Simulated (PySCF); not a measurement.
A side-by-side comparison of computed properties.

First species: C4H9F3N2Si.
SMILES: `C=C(C)[Si](N)(N)C(F)(F)F`

Second species: C7H13FSi.
SMILES: `C(=C)=C[C@@H](CCC)[SiH2]F`

Levels: PBE0/pcSseg-1 for dipole moment, HOMO energy, LUMO energy and HOMO–LUMO gap; GFN2-xTB for rotational constant A and rotational constant C. Geometries: GFN2-xTB. All species are isolated and taken at one optimised geometry, non-relativistic unless stated; the electronic structure was computed with PySCF and density fitting.

Dipoles, sizes and rotational constants follow the conformer. The torsions of the flexible species, by atom-mapped SMILES:
- `[CH2:1]=[C:2]([CH3:3])[Si:4]([NH2:5])([NH2:6])[C:7]([F:8])([F:9])[F:10]`: C1–C2–Si4–N5 -32°, C2–Si4–C7–F8 166°, H–N5–Si4–C2 -179°, H–N5–Si4–C2 -35°, H–N6–Si4–C2 81°, H–N6–Si4–C2 -64°
- `[CH2:1]=[C:2]=[CH:3][C@@H:4]([CH2:5][CH2:6][CH3:7])[SiH2:8][F:9]`: C2–C3–C4–C5 129°, C3–C4–C5–C6 -63°, C4–C5–C6–C7 -178°, C3–C4–Si8–F9 -179°

| property | column X | column Y |
| --- | --- | --- |
| dipole moment | 2.74 D | 1.68 D |
| HOMO energy | -7.48 eV | -7.17 eV |
| LUMO energy | -0.35 eV | -0.10 eV |
| HOMO–LUMO gap | 7.13 eV | 7.07 eV |
| rotational constant A | 1.439 GHz | 1.085 GHz |
| rotational constant C | 0.769 GHz | 0.557 GHz |

Question: Which column belongs to which species?

Answer: Column X is the first species and column Y the second. The first has 19 atoms and 88 electrons, the second 22 and 78.

Question: How does each property change from the first species to the second?

Answer: dipole moment -1.06 D; HOMO energy +0.31 eV; LUMO energy +0.25 eV; HOMO–LUMO gap -0.06 eV; rotational constant A -0.354 GHz; rotational constant C -0.212 GHz.

On the first: The dipole matches unit charges of opposite sign 0.57 Å apart (1 e·Å = 4.8032 D).

On the second: In atomic units the dipole is 0.66 e·bohr (1 au = 2.5417 D).
